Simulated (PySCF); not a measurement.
## Xe: ionisation energy

Xe [Xe] (1S) → Xe⁺ [Kr] 4d10 5s2 5p5 (2P), as a difference of total energies. All numbers are calculated (PySCF 2.14, the spin-free X2C one-electron Hamiltonian (Gaussian nucleus), in x2c-TZVPPall). Correlated levels: valence: [Kr] 4d10 frozen; valence and next inner shell: [Ar] 3d10 frozen. The calculations carry no spin-orbit coupling.

```
                                method  ionisation energy (eV)
                                   UHF                  11.543
                                   LDA                  12.694
                                   PBE                  12.384
                                  PBE0                  12.458
                                r2SCAN                  12.506
                                 B3LYP                  12.498
                                 TPSSh                  12.448
                                 wB97X                  12.422
                               wB97X-V                  12.469
                         MP2 (valence)                  12.302
                     SCS-MP2 (valence)                  12.232
    MP2 (valence and next inner shell)                  12.432
SCS-MP2 (valence and next inner shell)                  12.322
```

Task: How much does correlation contribute at MP2 (valence and next inner shell)?

Result: 12.432 − (11.543) = 0.889 eV, measured against UHF.

A first-order spin-orbit estimate (lowest level to lowest level, LS coupling) adds -0.400 eV.

Errors of the correlated levels include the incompleteness of this basis and the frozen core.

For comparison: 12.130 eV (measured; NIST Atomic Spectra Database, ionization energies).
